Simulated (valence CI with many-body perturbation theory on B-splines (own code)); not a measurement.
## Tl75+: E2, E3, M2 decay

Calculated by relativistic CI+MBPT: four valence electrons over a frozen Dirac-Fock core [He], radial functions for each j: 11 s, 11 p, 10 d, 8 f, 5 g, 2 h, with the one-electron correlation potential Σ1, the two-electron term Σ2, the three-electron term Σ3, Breit, model QED; selected CI, second order for the rest, scaled by the run's own slope (own B-spline code, finite nucleus).

No measured spectrum was set against this ion. As an estimate, large intervals hold to a few tenths of a per cent, small ones and those within an open d or f shell to about a per cent. Among the levels kept, up to 1200 cm⁻¹ of a level comes from second order outside the variational space, and about a tenth of that is noise between levels of different J, which matters for small intervals.

Lines 51 to 87 of 87 in falling wavelength, among levels below 18459 eV, chosen from the decays that carry over 1 % of a level's rate. Wavelengths and rates use the calculated energies. Electric multipoles are in the length gauge, E1 and E2 with the static RPA response of the core. S is in atomic units (e²a₀⁴ for E2 and M2, e²a₀⁶ for E3), for M1 in squared Bohr magnetons. Weak lines are less certain than strong ones. Lines between different terms over intervals too small for the method are left out, as are lines whose strength nearly cancels. The highest levels of a list are the least certain.

Levels are named by their leading jj configuration (3d3/2^4 stands for four electrons in 3d with j = 3/2), which in mixed levels can hold well under half, so a name can repeat and another be missing. Letters in brackets count levels of one name in rising energy.

| λ vac (Å) | Upper | Lower | Type | A (s⁻¹) | S (a.u.) |
| --- | --- | --- | --- | --- | --- |
| 0.9046 | (2s^2 2p3/2 3p3/2) J=1 | (2s^2 2p1/2 2p3/2) J=2 | E2 | 2.79e+12 | 4.52e-06 |
| 0.9043 | (2s 2p3/2^2 3p3/2) J=4 | (2s 2p1/2 2p3/2^2) J=2 [a] | E2 | 2.18e+12 | 1.06e-05 |
| 0.9035 | (2s^2 2p3/2 3p3/2) J=3 | (2s^2 2p1/2 2p3/2) J=1 | E2 | 1.92e+12 | 7.23e-06 |
| 0.9034 | (2s^2 2p3/2 3p3/2) J=1 | (2s^2 2p1/2 2p3/2) J=1 | E2 | 3.21e+11 | 5.17e-07 |
| 0.9023 | (2s^2 2p3/2 3p3/2) J=2 | (2s^2 2p1/2 2p3/2) J=2 | E2 | 2.24e+12 | 5.97e-06 |
| 0.9012 | (2s^2 2p3/2 3p3/2) J=2 | (2s^2 2p1/2 2p3/2) J=1 | E2 | 9.67e+11 | 2.57e-06 |
| 0.9003 | (2s^2 2p3/2 3p3/2) J=0 | (2s^2 2p1/2 2p3/2) J=2 | E2 | 3.16e+12 | 1.67e-06 |
| 0.8924 | (2s 2p1/2 2p3/2 3d5/2) J=5 | (2s 2p1/2^2 2p3/2) J=2 | E3 | 2.78e+10 | 4.39e-07 |
| 0.8886 | (2s^2 2p3/2 3d5/2) J=4 | (2s^2 2p1/2 2p3/2) J=2 | M2 | 1.34e+11 | 5.95e-07 |
| 0.8875 | (2s^2 2p3/2 3d5/2) J=4 | (2s^2 2p1/2 2p3/2) J=1 | E3 | 1.74e+10 | 2.15e-07 |
| 0.8819 | (2p1/2^2 2p3/2 3d3/2) J=2 | (2s 2p1/2^2 2p3/2) J=1 | E2 | 6.21e+12 | 1.48e-05 |
| 0.8818 | (2s 2p1/2 2p3/2 3d3/2) J=3 [a] | (2s^2 2p1/2 2p3/2) J=1 | E2 | 8.18e+12 | 2.73e-05 |
| 0.8813 | (2p1/2^2 2p3/2 3d3/2) J=3 | (2s 2p1/2^2 2p3/2) J=1 | E2 | 9.22e+12 | 3.07e-05 |
| 0.8808 | (2s 2p1/2 2p3/2 3d3/2) J=4 | (2s^2 2p1/2 2p3/2) J=2 | E2 | 1.12e+13 | 4.77e-05 |
| 0.8801 | (2s 2p1/2^2 3d3/2) J=2 | (2s^2 2p1/2^2) J=0 | E2 | 1.21e+13 | 2.85e-05 |
| 0.8757 | (2p1/2^2 2p3/2 3d3/2) J=2 | (2s 2p1/2^2 2p3/2) J=2 | E2 | 1.20e+13 | 2.75e-05 |
| 0.8757 | (2s 2p1/2 2p3/2 3d3/2) J=3 [c] | (2s^2 2p1/2 2p3/2) J=2 | E2 | 5.76e+12 | 1.85e-05 |
| 0.8751 | (2p1/2^2 2p3/2 3d3/2) J=3 | (2s 2p1/2^2 2p3/2) J=2 | E2 | 8.78e+12 | 2.82e-05 |
| 0.8748 | (2s 2p1/2 2p3/2 3d3/2) J=2 [c] | (2s^2 2p1/2 2p3/2) J=1 | E2 | 3.92e+12 | 8.98e-06 |
| 0.8748 | (2p1/2^2 2p3/2 3d3/2) J=1 | (2s 2p1/2^2 2p3/2) J=2 | E2 | 1.66e+13 | 2.28e-05 |
| 0.8745 | (2p1/2^2 2p3/2 3d3/2) J=0 | (2s 2p1/2^2 2p3/2) J=2 | E2 | 1.82e+13 | 8.29e-06 |
| 0.8740 | (2s 2p1/2 2p3/2 3d5/2) J=4 [a] | (2s^2 2p1/2 2p3/2) J=2 | E2 | 9.88e+11 | 4.05e-06 |
| 0.8695 | (2s 2p1/2 2p3/2 3d5/2) J=1 [a] | (2s^2 2p1/2 2p3/2) J=1 | E2 | 2.38e+13 | 3.16e-05 |
| 0.8691 | (2s 2p1/2 2p3/2 3d5/2) J=2 [b] | (2s^2 2p1/2 2p3/2) J=2 | E2 | 2.20e+13 | 4.87e-05 |
| 0.8686 | (2s 2p1/2^2 3d5/2) J=2 | (2s^2 2p1/2^2) J=0 | E2 | 2.42e+13 | 5.33e-05 |
| 0.8682 | (2s 2p1/2 2p3/2 3d5/2) J=1 [b] | (2s^2 2p1/2 2p3/2) J=2 | E2 | 2.50e+13 | 3.30e-05 |
| 0.8677 | (2s 2p1/2 2p3/2 3d5/2) J=0 | (2s^2 2p1/2 2p3/2) J=2 | E2 | 2.47e+13 | 1.09e-05 |
| 0.8657 | (2p1/2^2 2p3/2 3d5/2) J=4 | (2s 2p1/2^2 2p3/2) J=2 | E2 | 1.86e+13 | 7.28e-05 |
| 0.8653 | (2s 2p1/2 2p3/2 3d5/2) J=4 [c] | (2s^2 2p1/2 2p3/2) J=2 | E2 | 1.29e+13 | 5.04e-05 |
| 0.8646 | (2s 2p1/2 2p3/2 3d5/2) J=3 [c] | (2s^2 2p1/2 2p3/2) J=1 | E2 | 1.29e+13 | 3.88e-05 |
| 0.8122 | (2s^2 2p1/2 4p1/2) J=0 | (2s^2 2p1/2 2p3/2) J=2 | E2 | 1.62e+12 | 5.12e-07 |
| 0.7967 | (2s 2p1/2^2 4f7/2) J=3 | (2s 2p1/2^2 2p3/2) J=1 | E2 | 9.86e+12 | 1.98e-05 |
| 0.7917 | (2s 2p1/2^2 4f7/2) J=4 | (2s 2p1/2^2 2p3/2) J=2 | E2 | 1.09e+13 | 2.73e-05 |
| 0.7909 | (2s^2 2p1/2 4f7/2) J=4 | (2s^2 2p1/2 2p3/2) J=2 | E2 | 1.10e+13 | 2.73e-05 |
| 0.7900 | (2s^2 2p1/2 4f7/2) J=3 | (2s^2 2p1/2 2p3/2) J=1 | E2 | 9.46e+12 | 1.82e-05 |
| 0.7007 | (2s^2 2p1/2 4p3/2) J=2 | (2s^2 2p1/2^2) J=0 | E2 | 1.07e+12 | 8.05e-07 |
| 0.6958 | (2s^2 2p1/2 4f5/2) J=2 | (2s^2 2p1/2^2) J=0 | E2 | 1.06e+13 | 7.71e-06 |
